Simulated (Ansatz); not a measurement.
The first iterations of a band of AlBCl3H3O (9 atoms, charge 0, multiplicity 1).

Method: UKS B3LYP/6-31G in Ansatz.

```yaml
movable_images: 9
climbing_image: yes
spring: 20.0 eV/Å²
optimiser: quadratic models (default)
start_path: through a guess of the saddle point
force_threshold: 0.03 eV/Å
iteration_limit: 59
end_points: relaxed
```

First end point:

```xyz
9
Properties=species:S:1:pos:R:3
Al 0.188 -1.563 0.368
Cl 2.400 -1.286 0.589
H -0.228 -2.364 -0.956
H -0.656 -1.516 1.713
B -0.328 1.580 -0.071
O -0.252 0.263 -0.536
Cl -0.620 2.883 -1.265
Cl -0.157 1.891 1.659
H -0.347 0.112 -1.499
```

Last end point:

```xyz
9
Properties=species:S:1:pos:R:3
Al 0.019 -1.613 0.094
Cl 1.820 -0.028 0.526
H 0.280 -2.362 -1.281
H -0.509 -2.209 1.467
B 0.258 1.252 0.012
O -0.727 0.130 -0.224
Cl 0.672 2.156 -1.538
Cl -0.194 2.292 1.461
H -1.620 0.382 -0.515
```

| iteration | highest image above the first end (eV) | largest band force component (eV/Å) |
| --- | --- | --- |
| 1 | 2.970 | 21.129 |
| 2 | 1.060 | 3.111 |
| 3 | 0.685 | 2.083 |
| 4 | 0.542 | 0.814 |
| 5 | 0.459 | 0.569 |

**Question.** Does the band converge within its limit, and where does its top end?

**Answer.** It converged. It ended after 15 iterations with the highest image 0.213 eV above the first end. Another band between the same ends (9 images) ends at a top of the same energy, where a vibrational analysis finds 1 clearly imaginary mode. Limits of this set-up: no polarisation functions.

Time of the run: 5.9 min on 2 threads of Intel(R) Xeon(R) 6975P-C (Granite Rapids), on a shared host, peak memory 0.34 GiB.
